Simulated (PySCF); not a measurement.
**BeS⁺: frontier orbitals**

PBE0 at R = 1.852 Å; Be pcseg-1, S pcseg-1; no relativity (PySCF 2.14). State: ⁴Σ⁻ (quartet), unpaired electrons σ ↑, π ↑↑, a second solution, started from another occupation. Only the outer orbitals are listed, counted within each symmetry.

```csv
spin,orbital,occ.,ε (eV),on Be (%),main shells (%)
α,5σ,1,-29.83,2,96 S s
α,6σ,1,-18.85,18,"76 S p, 12 Be s"
α,2π,1,-18.28,3,96 S p
α,2π,1,-18.28,3,96 S p
α,7σ,1,-11.93,99,"79 Be s, 20 Be p"
α,3π,0,-7.31,96,96 Be p
α,3π,0,-7.31,96,96 Be p
β,5σ,1,-26.91,6,92 S s
β,6σ,1,-17.84,17,"76 S p, 10 Be s"
β,2π,0,-12.94,6,94 S p
β,2π,0,-12.94,6,94 S p
β,7σ,0,-7.31,105,102 Be s
```

Task: Which are the highest filled and the lowest empty level, where do they sit, and how wide is the gap?

Result: Highest filled α 7σ at -11.93 eV (in %: 79 Be s, 20 Be p); lowest empty β 2π at -12.94 eV (in %: 94 S p); the gap at PBE0 is -1.01 eV.

```json
{"bond order (Mayer)": "0.66", "⟨S²⟩": "3.754", "charge on Be (Mulliken, basis-dependent)": "0.52", "charge on Be (Löwdin, basis-dependent)": "0.31", "dipole moment (positive dipole points towards S; it is taken about the centre of mass and depends on that origin)": "-1.08 D"}
```

Shares are Mulliken populations and can fall outside 0 to 100 %.

Counting both spins, an empty level lies below a filled one in this solution, because spin and occupation are held.
